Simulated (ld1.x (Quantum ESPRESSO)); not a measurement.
What the settings do to the TM potential of Co

Base potential:

| Quantity | Value |
| --- | --- |
| Element | Co |
| Generator | ld1.x (Quantum ESPRESSO) 7.5 |
| Type | norm-conserving Troullier–Martins (Kleinman–Bylander form) |
| Functional | PBE |
| Relativity | fully relativistic |
| Frozen core | [Ne] |
| Valence charge | 17 |
| Reference configuration | 3s2 3p6 3d7 4s1 4p1 |
| Partial waves | 3s (bound): rc 0.90 bohr; 3d (bound): rc 1.60 bohr; 3p (bound): rc 0.70 bohr |
| Local potential | the p channel |
| Core correction | none |

Open shells are filled in proportion to 2j + 1 (rel_dist='average').

Occupied shells without a wave of their own: 4p, 4s. They enter only through the test configuration that unscreens the potential.

All-electron outer shells of the reference configuration (PBE, scalar-relativistic, ld1.x):

```tsv
shell	level (eV)	outermost node (bohr)	outermost maximum (bohr)
2s	-900.77	0.08	0.21
2p	-771.71	–	0.17
3s	-104.26	0.31	0.66
3p	-67.50	0.28	0.68
3d	-10.01	–	0.66
4s	-6.62	0.96	2.26
4p	-2.12	1.05	3.09
```

Cutoffs, loose and tight: the cutoffs (Ry, on a coarse ladder) from which the occupation-weighted sum of valence levels, in a spherical-Bessel basis at the reference potential, stays within 10 and 1 mRy of its value at 400 Ry. They do not see the model core or the augmentation charge, which bear on the density cutoff. Test errors are all-electron minus pseudo excitation energies from the reference, over the configurations 3s2 3p6 3d7 4s2 4p0; 3s2 3p6 3d7 4s1 4p0; 3s2 3p6 3d7 4s0 4p0; 3s1 3p6 3d7 4s2 4p0; 3s2 3p6 3d6 4s2 4p1; 3s2 3p6 3d6 4s2 4p0; 3s2 3p6 3d8 4s0 4p0. A dash means not determined; rows that change the core or the reference have their own tests.

Cutoffs are not given where the Bessel-basis levels miss the radial ones by over 6 mRy, ghosts where they miss by over 20 mRy; a channel whose overlap is not positive is not tested.

```tsv
change	outcome	bound ghosts	largest test error (meV)
base	generated, misses its reference levels by 1.24 eV	not determined	+198
all radii scaled by about 0.77 (s 0.70, p 0.54, d 1.24 bohr)	generated, misses its reference levels by 1.26 eV	not determined	-283
all radii scaled by about 0.86 (s 0.78, p 0.60, d 1.38 bohr)	generated, misses its reference levels by 1.25 eV	not determined	-161
all radii scaled by about 0.97 (s 0.88, p 0.68, d 1.54 bohr)	generated, misses its reference levels by 1.24 eV	not determined	+175
all radii scaled by about 1.05 (s 0.94, p 0.74, d 1.68 bohr)	generated, misses its reference levels by 1.24 eV	not determined	+228
all radii scaled by about 1.15 (s 1.04, p 0.80, d 1.84 bohr)	generated, misses its reference levels by 1.24 eV	not determined	+358
all radii scaled by about 1.28 (s 1.16, p 0.90, d 2.04 bohr)	generated, misses its reference levels by 1.24 eV	not determined	+631
all radii scaled by about 1.40 (s 1.26, p 0.98, d 2.24 bohr)	generated, misses its reference levels by 1.24 eV	not determined	+889
```
